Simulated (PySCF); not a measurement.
# A small calculation by hand: entropy of an ideal gas

Si(H)(Cl)2(Me) (CH₄Cl₂Si), SMILES C[SiH](Cl)Cl.

The structure is a stationary point at B3LYP-D3(BJ)/def2-SVP.

B3LYP-D3(BJ)/def2-SVP in PySCF 2.14.0 gives the harmonic wavenumbers 164, 176, 187, 244, 496, 567, 678, 752, 754, 864, 901, 1276, 1426, 1428, 2269, 3035, 3132, 3139 cm⁻¹ and the rotational temperatures 0.2041, 0.1111, 0.0787 K. The molar mass is 115.03 g/mol, the symmetry number 1, the spin multiplicity 1.

**Question.** Work out the entropy at 298.15 K and 1 atm in the rigid-rotor, harmonic-oscillator model.

**Answer.** 
Translation (Sackur–Tetrode at 1 atm): S = R[1.5 ln M + 2.5 ln T − 1.16487] = 167.9 J/(mol K).
Rotation: q = (√π/σ) T^1.5/√(θA θB θC) = 216000, S = R[ln q + 3/2] = 114.6 J/(mol K).
Vibration: with u = 1.4388 ν/T, each mode gives R[u/(e^u − 1) − ln(1 − e^−u)]:
| ν (cm⁻¹) | modes | u | S (J/(mol K)) |
|---|---|---|---|
| 164 | 1 | 0.79 | 10.47 |
| 176 | 1 | 0.85 | 9.92 |
| 187 | 1 | 0.90 | 9.44 |
| 244 | 1 | 1.18 | 7.42 |
| 496 | 1 | 2.39 | 2.80 |
| 567 | 1 | 2.74 | 2.13 |
| 678 | 1 | 3.27 | 1.39 |
| 752 | 1 | 3.63 | 1.05 |
| 754 | 1 | 3.64 | 1.04 |
| 864 | 1 | 4.17 | 0.67 |
| 901 | 1 | 4.35 | 0.58 |
| 1276 | 1 | 6.16 | 0.13 |
| 1426 | 1 | 6.88 | 0.07 |
| 1428 | 1 | 6.89 | 0.07 |
The stiffer modes add less than 0.005 each. Sum 47.2 J/(mol K).
Spin: R ln 1 = 0.0 J/(mol K).
Total 329.7 J/(mol K); the program's own thermochemistry gives 329.7. Translation makes up 51 % and vibration 14 %. Anharmonicity, hindered rotation and orbital degeneracy are left out.
